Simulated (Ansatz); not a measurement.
A single Cr atom.

Basis set: def2-SVP (spherical functions). Charge 2, multiplicity 5.

Computed with Ansatz (development build ahead of 0.2.0); each method stands on the lowest determinant of its kind that the runs found.

Give the vertical ionization energy (product with multiplicity 4 at the same shape, open shells in the same class of orbitals) of quintet Cr(2+) by PBE0 (unrestricted), UHF, ROHF.

| method | ionization energy |
| --- | --- |
| PBE0 (unrestricted) | 32.53 eV |
| UHF | 30.84 eV |
| ROHF | 30.89 eV |

Caution for ROHF: no wide search was run, a lower solution can exist.
